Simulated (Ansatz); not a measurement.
Isolated molecules relaxed with PBE0-D4/def2-TZVP in Ansatz; ΔE leaves out vibrations. CBS: MP2 limit from def2 TZ/QZ plus the TZ coupled-cluster correction, frozen cores. This one scheme is used for every species. Functionals use def2-TZVPP. Each species was taken in one conformer, which may not be the lowest.

`O=C=[N][AlH][F]` + `CC(=O)Cl` → `O=C=[N][AlH][Cl]` + `CC(=O)F`  (formal exchange of groups at the Al–F bond)

CCSD(T)/CBS gives +7.7 kJ/mol.

Question: Another level gave +3.4 kJ/mol. Which?
A. MP2/def2-TZVPP
B. HF/def2-TZVPP
C. ωB97M-V/def2-TZVPP
D. r2SCAN-D4/def2-TZVPP

Answer: D. r2SCAN-D4 3.4, MP2/def2-TZVPP 10.0, ωB97M-V -1.7, HF/def2-TZVPP -18.2 kJ/mol.

Largest T1 diagnostic among the species: 0.016.

From BLYP to BHLYP (50 % exact exchange), in def2-TZVPP and without D4, ΔE moves by −16.7 kJ/mol. In def2-TZVPP, CCSD(T) changes the Hartree–Fock value by +22.1 kJ/mol (the triples alone add +3.6 kJ/mol) and MP2 by +28.2 kJ/mol. Leaving LDA and LC-ωPBE aside and taking each functional with its dispersion term where it has one, the values, not all of them listed here, spread over 19.8 kJ/mol, from ωB97X-V to BLYP-D4. LDA lies −4.0 kJ/mol from PBE without D4.
